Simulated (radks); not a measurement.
Values are calculated unless marked as measured or tabulated.
How relativity changes the ionisation of the strontium ion Sr+ ([Kr] 5s1) to Sr2+ ([Kr]). Spin-unpolarised spherical Kohn-Sham, BLYP, point nucleus unless stated (finite: rms radius 4.224 fm), a radial shooting solver on a logarithmic mesh with Libxc functionals. A level marked "c x" has the speed of light scaled by that factor.

\begin{tabular}{lrrrrr}
level & E(Sr+) (hartree) & E(Sr2+) (hartree) & IE (eV) & HOMO & <r> HOMO (bohr) \\ \hline
non-rel. & -3133.20375 & -3132.80131 & 10.951 & 5s & 3.929 \\
scalar-rel. & -3179.76217 & -3179.35330 & 11.126 & 5s & 3.871 \\
scalar-rel., finite nucleus & -3179.73054 & -3179.32167 & 11.126 & 5s & 3.871 \\
Dirac & -3180.06730 & -3179.65846 & 11.125 & 5s1/2 & 3.871 \\
Dirac, finite nucleus & -3180.03562 & -3179.62679 & 11.125 & 5s1/2 & 3.871 \\
Dirac, c x 1.25 & -3162.78213 & -3162.37566 & 11.060 & 5s1/2 & 3.892 \\
Dirac, c x 3 & -3138.23777 & -3137.83466 & 10.969 & 5s1/2 & 3.922 \\
Dirac, c x 100 & -3133.20826 & -3132.80582 & 10.951 & 5s1/2 & 3.929 \\
\end{tabular}

NIST Atomic Spectra Database: 11.030 eV (measured). The relativistic part of the total energy of Sr+ is -46.83 hartree (Dirac, finite nucleus), 1.5 % of the non-relativistic value. Spin polarisation and multiplet splitting of open shells are left out at every level.

Beside tabulated values, note that relativity, absent from the non-relativistic runs, is large for the heavy elements, and spin-unpolarised runs miss the spin-polarisation part of the exchange energy of open shells.
